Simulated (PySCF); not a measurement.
Simulation results for B2H4NSi, BH5N2Si

Computed with PySCF 2.14.0. Calculation on a computer-drawn molecule: the log of a Hartree-Fock and frozen-core CCSD(T) single point meant for a local Hartree-Fock minimum, with one planted fault or none, to be diagnosed. Offsets are logged minus clean, where the clean run is the same molecule without the fault. The reference is restricted for singlets and unrestricted otherwise, and also for a bond in bohr or an excited solution. Adding or removing an electron swaps singlet and doublet. The excited solution moves the top pair (singlet) or top alpha electron (doublet) to the lowest empty orbital. Highest occupied and lowest empty are orbital energies over both spins, largest force is the largest gradient component, triples share is (T) over the correlation energy, the T1 limit is 0.02 restricted and 0.045 unrestricted, electrons count all cores, a negative frequency is imaginary (commonest isotopes), and the dipole is about the centre of nuclear charge.

Common to all runs: meant multiplicity 1; meant basis cc-pV(D+d)Z; logged SCF converged yes; logged spin squared 0; logged CC converged yes; logged SCF stable within its kind yes; possible faults no fault, one electron removed, one electron added, multiplicity raised by two, geometry at a saddle point, SCF held on an excited solution, minimal basis STO-3G, one bond length entered in bohr, all coordinates scaled.

```json
{"entry": 1, "formula": "B2H4NSi", "logged_structure": {"atoms_angstrom": [["N", -2.4696, 0.2013, 0.0], ["B", -1.2939, 0.5338, 0.0], ["B", 0.3461, 0.857, 0.0], ["Si", 1.6624, -0.7588, 0.0], ["H", -3.4383, -0.0035, 0.0], ["H", 0.8586, 1.9287, 0.0], ["H", 3.1214, -0.6036, 0.0], ["H", 1.2133, -2.1549, 0.0]]}, "given": {"meant_charge": 1, "logged_electrons": 34, "logged_basis_functions": 85, "logged_highest_occupied [eV]": -15.551, "logged_lowest_empty [eV]": -6.7659, "logged_largest_force [hartree/bohr]": 2.8762e-05, "logged_lowest_frequency [cm^-1]": -207.81, "logged_T1_diagnostic": 0.022854, "logged_D1_diagnostic": 0.081131, "logged_triples_share": 0.035813, "logged_dipole_magnitude [debye]": 5.3978, "logged_energy_HF [hartree]": -394.76246, "logged_energy_CCSD(T) [hartree]": -395.21407, "drawn_bonds_atom": [1, 2, 3, 1, 3, 4, 4], "drawn_bonds_other_atom": [2, 3, 4, 5, 6, 7, 8], "drawn_bonds_order": [2, 1, 1, 1, 1, 1, 1]}, "results": {"planted_fault": "geometry at a saddle point", "HF_energy_offset_from_clean_run [kcal/mol]": 4.659, "CCSD(T)_energy_offset_from_clean_run [kcal/mol]": 5.364}, "notes": ["T1 above single-reference limit"]}
{"entry": 2, "formula": "BH5N2Si", "logged_structure": {"atoms_angstrom": [["N", -2.3695, 2.001, -0.0814], ["B", -1.629, 1.0154, -0.1084], ["N", -0.7884, -0.1062, -0.1393], ["Si", -1.2468, -1.7727, -0.3455], ["H", -2.9649, 2.7824, -0.0607], ["H", 0.1876, 0.1013, -0.0275], ["H", -2.7146, -1.8095, -0.4865], ["H", -0.8261, -2.5803, 0.821], ["H", -0.6043, -2.3483, -1.548]]}, "given": {"meant_charge": 0, "logged_electrons": 38, "logged_basis_functions": 90, "logged_highest_occupied [eV]": -10.162, "logged_lowest_empty [eV]": 3.6925, "logged_largest_force [hartree/bohr]": 4.6587e-06, "logged_lowest_frequency [cm^-1]": 32.119, "logged_T1_diagnostic": 0.013624, "logged_D1_diagnostic": 0.03612, "logged_triples_share": 0.029691, "logged_dipole_magnitude [debye]": 1.3248, "logged_energy_HF [hartree]": -425.49839, "logged_energy_CCSD(T) [hartree]": -426.06205, "drawn_bonds_atom": [1, 2, 3, 1, 3, 4, 4, 4], "drawn_bonds_other_atom": [2, 3, 4, 5, 6, 7, 8, 9], "drawn_bonds_order": [2, 1, 1, 1, 1, 1, 1, 1]}, "results": {"planted_fault": "no fault", "HF_energy_offset_from_clean_run [kcal/mol]": 0.0, "CCSD(T)_energy_offset_from_clean_run [kcal/mol]": 0.0}}
```
